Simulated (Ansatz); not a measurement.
Relaxation of CH4O2Si (8 atoms, charge 0, multiplicity 1), to a largest force component of 0.02 eV/Å in at most 40 steps.

Method: RKS r2SCAN/STO-3G (Ansatz 0.2.0).

```xyz
8
Properties=species:S:1:pos:R:3
O -0.933 1.915 -0.259
C -0.666 0.640 0.269
Si 0.625 -0.444 -0.249
O 0.859 -1.916 0.398
H -0.656 1.940 -1.177
H -1.088 0.586 1.265
H 1.367 -0.547 -1.484
H 0.492 -2.173 1.238
```

Task: Where does it end, and by what steps?

Result: It converged. Limits of this set-up: minimal basis. After 7 steps the energy has fallen by 0.914 eV; H7 moved furthest, 0.31 Å.

```csv
step,energy less start (eV),largest force component (eV/Å),accepted
0,0.0000,3.754,yes
1,-0.6239,1.854,yes
2,-0.8000,1.253,yes
3,-0.8789,1.051,yes
4,-0.8965,0.349,yes
5,-0.9129,0.060,yes
6,-0.9137,0.050,yes
7,-0.9138,0.009,yes
```

```xyz
8
Properties=species:S:1:pos:R:3
O -0.943 1.848 -0.265
C -0.635 0.566 0.227
Si 0.858 -0.354 -0.091
O 0.744 -2.026 0.319
H -0.508 1.861 -1.195
H -1.127 0.488 1.218
H 1.109 -0.372 -1.525
H 0.501 -2.011 1.312
```

Run time: 20 s on 1 thread of Arm Neoverse V1, on a shared host, peak memory 0.13 GiB.
